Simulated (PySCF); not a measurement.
Si(Cl)2(OH)2 (Cl2H2O2Si), SMILES Cl[Si](O)(Cl)O. Coordinates come from a PBE-D3(BJ)/def2-SVP optimisation. The values are those of a single conformer.

Computed equilibrium geometry at PBE-D3(BJ)/def2-SVP (PySCF confirms it by a frequency run) as a Z-matrix, and its point group (one conformer of several):
point group C2.
```
Si
O 1 1.6589
H 2 0.9744 1 114.47
O 1 1.6589 2 114.53 3 -71.02
H 4 0.9744 1 114.47 2 -71.02
Cl 1 2.0581 2 104.80 3 167.33
Cl 1 2.0581 2 110.83 3 47.27
```
